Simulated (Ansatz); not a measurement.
C₂H₃N₃, SMILES c1[nH]ncn1 (connectivity only; charge and spin as stated), charge +1, multiplicity 2.

Geometry optimised at PBE0-D3(BJ)/def2-SVP. The multiplicity is an assumed one; other spin states were not compared.

Two levels are set side by side: PBE/def2-SVPD (Ansatz, an electronic-structure program) and PBE0/def2-SVPD (Ansatz). Energy differences of separate SCF runs at the same geometry; the states with an electron removed or added have multiplicity 3 and 1. Differences are taken from unrounded values.

```
quantity                          PBE0
-------------------------------  -----
vertical ionisation energy (eV)  17.47
vertical electron affinity (eV)   9.48
```

Q: What does PBE give, and how far is it from PBE0? (The exact figures need the calculation; the answer reports its results.)

A: 
| quantity | PBE | PBE minus PBE0 |
|---|---|---|
| vertical ionisation energy (eV) | 17.57 | 0.09 |
| vertical electron affinity (eV) | 9.21 | -0.27 |
